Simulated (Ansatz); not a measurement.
Energy profile

The step: ZnHCl ([Cl][ZnH]) + CH₄ → CH₃ClZn ([CH3][Zn][Cl]) + H₂; bonds formed: Zn1–C5, H2–H4; bonds broken: Zn1–H2, H4–C5 (atoms numbered as in the saddle structure below).

```
8
angstrom
Zn -0.7655 -0.4610 -0.7840
H 0.3267 -1.7966 -0.4528
Cl -2.4608 -0.0727 -1.9661
H 0.5326 -0.8447 0.0854
C 0.4719 0.5906 0.6049
H -0.2557 0.9156 1.3529
H 1.3486 0.2232 1.1504
H 0.8023 1.4454 0.0093
```

Electronic energies by CCSD(T) at an estimated basis limit (MP2 extrapolated from triple and quadruple zeta, plus CCSD(T) − MP2 in triple zeta), on PBE0-D4/def2-TZVP structures; CH5ClZn, singlet; no counterpoise correction. Program: Ansatz 0.2.0. Basis: def2-TZVPP and def2-QZVPP. Cores are frozen in the correlated methods. The 3s and 3p shells of Cu and Zn are frozen; filled d shells are correlated. Extrapolation: Hartree–Fock as exp(−7.88 √X), correlation as X^−2.97.

(1) Give the profile in kcal/mol, counted from the separated reactants. (Judge from chemistry; the value comes from the calculation.)

T1 diagnostic: at most 0.015.

## Answers

(1) Computed:
```csv
point,kcal/mol
"separated: ZnHCl (linked as [Cl][ZnH]; Zn1, H2, Cl3; singlet) + CH4 (H4, C5, H6, H7, H8; singlet)",0.00
start structure,-1.56
saddle,55.32
end structure,7.19
"separated: CH3ClZn (linked as [CH3][Zn][Cl]; Zn1, Cl3, C5, H6, H7, H8; singlet) + H2 (H2, H4; singlet)",7.97
```

For scale, one of the runs: CCSD(T)/def2-TZVPP, 207 basis functions, launched by `ansatz run in.yaml --threads 4 --pin off --events-out ev --progress --plain --max-ram 9574MiB`. The run took 60 s on 4 CPU threads of an Arm Neoverse V1 (shared host), with 2.6 GiB of host memory at its peak.
